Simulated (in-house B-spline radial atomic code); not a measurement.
Whole-atom quantities along the 56-electron series, configuration 1s2 2s2 2p6 3s2 3p6 3d10 4s2 4p6 4d10 4f5/2(6) 4f7/2(2) 5s2. Breit and QED terms are first order and not part of the total energy; the density at the nucleus is averaged over the nuclear charge. Computed with an all-electron radial atomic-structure program (B-spline basis): Dirac-Hartree-Fock, jj configuration that fills j = l - 1/2 first, finite nuclei.

| ion | Z | E/Z² (Eh) | Σ<r²> (bohr²) | n(0)/Z³ (bohr⁻³) | Lamb diamagnetic shielding (ppm) | repulsion over attraction | Breit energy (eV) | self-energy (eV) | vacuum polarisation (eV) |
| --- | --- | --- | --- | --- | --- | --- | --- | --- | --- |
| Dy10+ | 66 | -2.7855 | 15.706 | 2.4037 | 7953.37 | 0.13967 | 308.66 | 247.61 | -39.819 |
| Ho11+ | 67 | -2.8038 | 14.579 | 2.495 | 8126.27 | 0.13818 | 325.08 | 261.86 | -42.716 |
| Er12+ | 68 | -2.822 | 13.591 | 2.5814 | 8300.46 | 0.13667 | 342.12 | 276.75 | -45.789 |
